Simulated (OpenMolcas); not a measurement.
# V2+: ligand-field states by method

V2+ with its 6 nearest fluoride ions at 2.06 Å, on the Mg site of KMgF3 (a = 3.973 Å, distance in the model lattice 1.986 Å). The rest of the host is ab initio model potentials to 7.6 Å, with orthogonalisation functions on the cations behind the ligands, and point charges beyond; the distance is set by hand and nothing relaxes. Ligand basis ANO-RCC-VDZP.

```json
{
  "Program": "OpenMolcas 26.06",
  "Basis": "ANO-RCC-VTZP [6s5p3d2f1g]",
  "Scalar Hamiltonian": "DKH2, point nucleus",
  "Active space": "3 electrons in 5 orbitals (3d)",
  "State averaging": "2S+1 = 4 even, 10 roots; 2S+1 = 2 even, 40 roots",
  "Spin-orbit coupling": "RASSI with atomic mean-field integrals over the reference wave functions"
}
```

I. CASSCF
II. SS-CASPT2, IPEA 0.25 Eh, imaginary shift 0.1 Eh (closed shells correlated: 3s 3p and the ligand valence shells)
III. SS-CASPT2, IPEA 0.5 Eh, imaginary shift 0.1 Eh (closed shells correlated: 3s 3p and the ligand valence shells)

Spin-free states (labels of O, the rotations of Oh) in cm-1, each column counted from its own energy of the first state listed:

```csv
State,Degeneracy,I,II,III
4A2,1,0,0,0
4T2,3,11765,12740,12660
2E,2,16765,13220,13200
2T1,3,17592,14000,13890
4T1,3,19045,18770,19270
2T2,3,23604,19000,19190
2A1,1,25888,22740,23510
2T2,3,29035,26660,26910
2T1,3,29567,26850,27000
4T1,3,30887,29040,29580
2E,2,31331,27470,27960
2T1,3,35317,31680,32110
2T2,3,41402,38080,38220
2T1,3,41519,40440,40520
2A2,1,44673,38290,39140
2T2,3,46344,41050,41670
2E,2,49173,45880,46210
2T1,3,52400,47910,48450
2E,2,68479,60710,61160
2T2,3,71702,64610,64450
```

From I to II, I's first state of the same spin (4T2) moves from 11765 to 12740 cm-1, by about +980 cm-1.

From I to II, I's first state of another spin (2E) moves from 16765 to 13220 cm-1, by about -3500 cm-1.

I: A least-squares ligand-field fit to the states below 45000 cm-1, each weighted by its degeneracy and with a free common offset, gives 10Dq = 12245 cm-1, B = 938 cm-1 and C = 3532 cm-1 (C/B = 3.76), with an rms deviation of 208 cm-1. The same method and metal basis give the free ion B = 959 cm-1 (fit to its terms below 60000 cm-1, rms deviation 74 cm-1), so the nephelauxetic ratio is β = 938 / 959 = 0.98; it hangs on how both fits weigh the states, and computed free-ion B values tend to be too large, so β mixes covalency with correlation.

II: A least-squares ligand-field fit to the states below 45000 cm-1, each weighted by its degeneracy and with a free common offset, gives 10Dq = 13115 cm-1, B = 740 cm-1 and C = 2898 cm-1 (C/B = 3.92), with an rms deviation of 652 cm-1. The same method and metal basis give the free ion B = 813 cm-1 (fit to its terms below 60000 cm-1, rms deviation 360 cm-1), so the nephelauxetic ratio is β = 740 / 813 = 0.91; it hangs on how both fits weigh the states, and computed free-ion B values tend to be too large, so β mixes covalency with correlation.

III: A least-squares ligand-field fit to the states below 45000 cm-1, each weighted by its degeneracy and with a free common offset, gives 10Dq = 13290 cm-1, B = 759 cm-1 and C = 2881 cm-1 (C/B = 3.80), with an rms deviation of 493 cm-1. 

From I to II, 10Dq changes by +7 %, B by -21 % and C by -18 %.

χT at 300 K: I 1.86, II 1.86, III 1.86 cm3 K/mol.

Roots that are degenerate in the reference are averaged as groups; the widest CASPT2 spread within a group is 110 cm-1 (the 2-fold group of multiplicity 2 near 28000 cm-1 above the lowest state of its run, III). Shifts and gaps below about the spread of the groups concerned are not significant. Over all roots computed the reference weight is 0.74 to 0.75 in II, 0.74 to 0.75 in III; a low but even weight reflects the number of correlated electrons. Ligand-to-metal charge-transfer states are missing. With no ligand orbital active B as a rule stays too high, so bands that hang on it stand too high and its fall with covalency is understated. Without dynamic correlation the repulsion within the d shell is too large (B by tens of per cent), so at a given field states of lower spin stand too high (holds for I). With metal d orbitals alone and no dynamic correlation 10Dq can be off by a tenth to a fifth, either way, in oxide and fluoride hosts (holds for I). With one d shell and no ligand orbital active, 10Dq can be off by tens of per cent for divalent 3d ions, low with halides held by bare charges and at times high in hosts (holds for II; III). Free-ion shares, where given, are those of the reference states; single-state CASPT2 does not remix them (holds for II; III). No measured value stands beside these numbers; the geometry was set by hand and not optimised.
